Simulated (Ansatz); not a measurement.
A nudged elastic band was laid between two geometries of H2S + H7NSi2 (13 atoms, charge 0, multiplicity 1).

Level of theory: Ansatz 0.2.0, RKS PBE/def2-SVP.

- movable images: 7
- climbing image: yes
- spring: 5.0 eV/Å²
- optimiser: quadratic models (default)
- start path: through a guess of the saddle point
- force threshold: 0.03 eV/Å
- iteration limit: 60
- end points: relaxed

Image 0:

```xyz
13
Properties=species:S:1:pos:R:3
Si -0.422 0.480 -0.795
Si 0.050 -1.430 0.513
H 0.869 1.265 -0.983
H -1.393 1.413 -0.126
N -1.207 -0.097 -2.255
H 1.535 0.642 2.946
S 0.741 1.635 2.459
H 1.451 -1.414 1.070
H -0.915 -1.593 1.657
H -0.061 -2.663 -0.355
H -1.593 0.597 -2.903
H -0.748 -0.843 -2.786
H 1.694 2.007 1.558
```

Image 8:

```xyz
13
Properties=species:S:1:pos:R:3
Si -0.357 0.807 -0.917
Si 0.593 -2.135 2.009
H 0.884 0.033 -1.257
H -1.359 0.003 -0.143
N -1.076 1.247 -2.440
H 0.918 -0.670 1.956
S 0.159 2.374 0.514
H 1.423 -2.802 3.071
H -0.865 -2.315 2.327
H 0.890 -2.765 0.676
H -1.968 1.751 -2.429
H -0.467 1.642 -3.164
H 1.224 2.831 -0.201
```

(1) Which bonds break or form, and what moves?

(2) What energy profile does the band end with?

(3) What is the geometry of the highest image?

Results:

(1) Bonds broken: Si1–Si2, H6–S7. Bonds formed: Si1–S7, Si2–H6. H2S + H7NSi2 becomes H4Si + H5NSSi.

(2) The run converged. The highest image is number 4 of 0 to 8, 144.3 kJ/mol above the first end and 201.7 kJ/mol above the last; the last end lies 57.4 kJ/mol below the first. Neighbouring images differ by up to 1.4 eV, so the band resolves the path poorly. A vibrational analysis at the climbing image gives one clearly imaginary mode, 726i cm⁻¹: a first-order saddle point. The orbitals stay closed-shell, which can raise the energy where a bond breaks towards radicals; this wasn't checked here.

```
image  path coordinate (Å)  energy (kJ/mol)  Si1–Si2 (Å)  H6–S7 (Å)  Si1–S7 (Å)
    0                 0.00              0.0         2.36       1.36        3.64
    1                 1.07              7.2         2.38       1.36        3.63
    2                 2.15             16.7         2.41       1.36        3.57
    3                 3.23             65.7         2.44       1.38        3.07
    4                 4.30            144.3         2.58       1.68        2.46
    5                 5.65              5.8         3.19       2.64        2.22
    6                 7.00            -47.1         3.69       3.23        2.19
    7                 8.35            -56.7         4.13       3.47        2.18
    8                 9.70            -57.4         4.26       3.45        2.18
```

(3) 
```xyz
13
Properties=species:S:1:pos:R:3
Si -0.227 0.504 -0.495
Si 0.208 -1.518 1.046
H 1.244 0.434 -0.860
H -1.578 0.627 0.187
N -0.817 0.587 -2.121
H 0.343 0.333 1.334
S 0.372 2.010 1.359
H 1.635 -1.856 1.409
H -0.696 -1.784 2.224
H -0.196 -2.500 -0.036
H -1.810 0.651 -2.356
H -0.210 0.567 -2.944
H 1.732 1.946 1.253
```

The run took 2.1 min on 2 threads of AMD EPYC 9R45 96-Core Processor (Zen 5), on a shared host, peak memory 0.18 GiB.
